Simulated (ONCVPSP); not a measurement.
# nitrogen: excitation energies, all-electron against ONCV

ONCVPSP 4.0.1 input, shortened (lines: element, Z, core and valence counts, functional; n l f; lmax; l rc ep ncon nbas qcut; lloc lpopt rc5 dvloc0; l nproj debl; icmod fcfact rcfact), PBE, scalar-relativistic:

```
  N 7.00    1    2        4      upf
    1    0    2.00
    2    0    2.00
    2    1    3.00
    2
    0    1.05    0.00    5    8    6.50
    1    2.65    0.00    4    8    5.30
    2    2.80    0.02    4    7    3.40
    0    5    1.05    0.00
    0    0    2.20
    1    3    2.30
    2    2    3.70
    3    3.50    1.60
```

Energies are relative to the spin-unpolarised reference configuration 2s2 2p3; without spin polarisation the order of configurations can differ from experiment.

```csv
valence configuration,charge,ΔE all-electron (eV),error AE − PS (meV)
2s2 2p2,+1,13.591,+207
2s1 2p4,0,11.507,-57
```

(1) What are ΔE and the potential's error for 2s2 2p1?

(2) What are ΔE and the potential's error for 2s2 2p0?

Levels in the configuration 2s2 2p0:

```csv
level,all-electron (eV),pseudo (eV)
2s,-68.125,-65.580
```

## Answers

(1) ΔE = 42.445 eV all-electron; the error (AE − PS) is +1426 meV.

(2) ΔE = 89.527 eV all-electron; the error (AE − PS) is +4789 meV.
